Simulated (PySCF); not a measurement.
**Two-component Hartree-Fock for Sb+ (antimony, charge +1)**

Start: [Kr] 4d10 5s2 5p2; 5p1/2 filled at m_j = -1/2, +1/2. Calculated with PySCF 2.14 in x2c-TZVPall-2c (8s9p5d2f, 74 functions): generalised Hartree-Fock with the X2C-1e Hamiltonian and a Gaussian nucleus; one run each with spin-orbit coupling (SO) switched off, then screened by Boettger's factors.

```csv
spinor shell,electrons,"ε, spin-free (eV)","ε, screened SO (eV)",weight of nominal j (screened SO),"rms radius, screened SO (bohr)"
1s1/2,2,-30652.9,-30649.7,1.000,0.0325
2s1/2,2,-4767.0,-4766.0,1.000,0.133
2p1/2,2,-4273.4,-4448.1,1.000,0.115
3s1/2,2,-982.31,-981.88,1.000,0.352
3p1/2,2,-817.47,-850.61,1.000,0.345
3p3/2,4,-817.47,-802.02,1.000,0.356
3d3/2,4,-566.55,-572.15,1.000,0.329
3d5/2,6,-566.55,-562.28,1.000,0.332
4s1/2,2,-184.97,-184.70,1.000,0.843
4p1/2,2,-132.04,-138.22,1.000,0.892
4p3/2,4,-132.04,-128.88,1.000,0.923
4d3/2,4,-52.700,-53.364,1.000,1.11
4d5/2,6,-52.700,-51.878,1.000,1.11
5s1/2,2,-24.534,-24.429,1.000,2.36
5p1/2,2,-16.324,-15.750,1.000,2.86
```

Problem. Where does 2p3/2 lie, and what is the 2p spin-orbit splitting (screened SO)?

Solution. At -4193.8 eV, 254.33 eV above 2p1/2.

```csv
quantity,spin-free,screened SO
E (hartree),-6476.84316,-6478.50173
M_J,0,0
⟨J²⟩,2.010,0.000
⟨L²⟩,2.007,1.351
⟨S²⟩,2.003,1.351
```

Breit and QED terms are absent; they matter most for the inner s and p1/2 levels.

Densities and radii are taken from the X2C orbitals without a picture-change correction, which distorts them close to the nucleus.

Without spin-orbit coupling the j labels of p, d and f shells carry no meaning; the spin-free column gives the mean over the occupied spinors of each nl shell.
